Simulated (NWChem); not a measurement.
# Si$_{2}$H$_{3}$Br, singlet; SMILES [Si](Br)[SiH3]

Computed with NWChem. Low-valent species are run as closed-shell singlets; no triplet was tried in these runs. The geometry was optimised at PBE0/def2-SVP. Ions are spin-unrestricted doublets at the neutral geometry; other ion states weren't tried.

For level B3LYP/def2-SVP:

| Property | Value |
|---|---|
| −ε(HOMO) (eV) | 6.26 |

### Question
Estimate the same quantities for level PBE/def2-SVP.

### Answer
| Item | Result |
|---|---|
| −ε(HOMO) (eV) | 5.48 |
